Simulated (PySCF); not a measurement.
Field gradients from PBE0/pcSseg-1 densities (PySCF, non-relativistic) at GFN2-xTB geometries, isolated species, one conformer each; χzz is the principal value of largest magnitude, with Q(14N) = 0.02044 b, Q(17O) = −0.0256 b, Q(35Cl) = −0.0817 b. GFN2-xTB bond lengths can be off by several hundredths of an ångström, more for odd bonds, and the gradients follow them. The small basis limits the accuracy of the gradients.

Question: Rank these 14N sites by the size of the quadrupole coupling, smallest first.
A. N1 (nitrile nitrogen) in `[N:1]#[C:2][C@H:3]([CH2:4][SiH3:5])[c:6]1[n:7][cH:8][cH:9][o:10]1`
B. The C=N nitrogen of `C=N[SiH2][Si@@H](C=O)OC`
C. The pyridine-type nitrogen of `[SiH3]Oc1cccnc1`
D. N8 (amide nitrogen) in `[CH:1]#[C:2][CH2:3][Si@@:4]([CH3:5])([C:6]#[N:7])[NH:8][CH:9]=[O:10]`

Answer: D (3.211 MHz), A (4.670 MHz), B (5.024 MHz), C (5.573 MHz).

Question: Rank these 17O sites by the size of the quadrupole coupling, smallest first.
A. The siloxane oxygen of `C=C(Cl)[SiH2]O[SiH2][SiH2]C`
B. The furan-type oxygen of `N#C[C@H](C[SiH3])c1ncco1`
C. The siloxane oxygen of `[SiH3]C[C@@H]1C[SiH2]O[Si@@H]1Cl`
D. O7 (silyl ether oxygen) in `[CH2:1]=[N:2][SiH2:3][Si@@H:4]([CH:5]=[O:6])[O:7][CH3:8]`
E. O5 (siloxane oxygen) in `[NH2:1][CH2:2][C@@H:3]1[SiH2:4][O:5][SiH2:6][C:7]1=[O:8]`
F. The carbonyl oxygen of `O=C(Cl)/C([SiH3])=C\Cl`

Answer: C (5.437 MHz), E (5.760 MHz), A (7.019 MHz), B (8.386 MHz), F (9.424 MHz), D (10.16 MHz).

Question: Rank these 35Cl sites by the size of the quadrupole coupling, smallest first.
A. The silicon-bound chlorine of `[SiH3]C[C@@H]1C[SiH2]O[Si@@H]1Cl`
B. The vinyl chlorine of `C=C(Cl)[SiH2]O[SiH2][SiH2]C`
C. The alkyl chlorine of `FC(F)[C@@H]1CCC[Si@H]1CCl`
D. Cl3 (chlorine bonded to C) in `[O:1]=[C:2]([Cl:3])/[C:4]([SiH3:5])=[CH:6]\[Cl:7]`

Answer: A (36.21 MHz), D (58.44 MHz), B (70.88 MHz), C (76.68 MHz).

All sites together:

```tsv
nucleus	site	Vzz (au)	η	χzz (MHz)
14N	N1 (nitrile nitrogen) in [N:1]#[C:2][C@H:3]([CH2:4][SiH3:5])[c:6]1[n:7][cH:8][cH:9][o:10]1	-0.972	0.04	-4.670
14N	the C=N nitrogen of C=N[SiH2][Si@@H](C=O)OC	-1.046	0.76	-5.024
14N	N8 (amide nitrogen) in [CH:1]#[C:2][CH2:3][Si@@:4]([CH3:5])([C:6]#[N:7])[NH:8][CH:9]=[O:10]	-0.669	0.42	-3.211
14N	the pyridine-type nitrogen of [SiH3]Oc1cccnc1	-1.160	0.39	-5.573
17O	O5 (siloxane oxygen) in [NH2:1][CH2:2][C@@H:3]1[SiH2:4][O:5][SiH2:6][C:7]1=[O:8]	0.958	0.27	-5.760
17O	the carbonyl oxygen of O=C(Cl)/C([SiH3])=C\Cl	-1.567	0.41	9.424
17O	O7 (silyl ether oxygen) in [CH2:1]=[N:2][SiH2:3][Si@@H:4]([CH:5]=[O:6])[O:7][CH3:8]	1.690	0.43	-10.16
17O	the siloxane oxygen of [SiH3]C[C@@H]1C[SiH2]O[Si@@H]1Cl	0.904	0.20	-5.437
17O	the furan-type oxygen of N#C[C@H](C[SiH3])c1ncco1	1.394	0.03	-8.386
17O	the siloxane oxygen of C=C(Cl)[SiH2]O[SiH2][SiH2]C	1.167	0.10	-7.019
35Cl	the silicon-bound chlorine of [SiH3]C[C@@H]1C[SiH2]O[Si@@H]1Cl	1.886	0.03	-36.21
35Cl	the vinyl chlorine of C=C(Cl)[SiH2]O[SiH2][SiH2]C	3.692	0.09	-70.88
35Cl	the alkyl chlorine of FC(F)[C@@H]1CCC[Si@H]1CCl	3.994	0.02	-76.68
35Cl	Cl3 (chlorine bonded to C) in [O:1]=[C:2]([Cl:3])/[C:4]([SiH3:5])=[CH:6]\[Cl:7]	3.044	0.23	-58.44
```
